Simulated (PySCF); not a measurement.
A structure optimised at PBE-D3(BJ)/def2-TZVPD, used in a PySCF frequency run:

```
C
O 1 1.1132
H 1 1.1047 2 180.00
```
Charge +1, spin multiplicity 1.

Q: Write its SMILES, formula and point group.

A: C#[O+], CHO, C∞v

Q: What are its rotational constants (standard atomic weights)?

A: 44.139 GHz (linear rotor, B only)
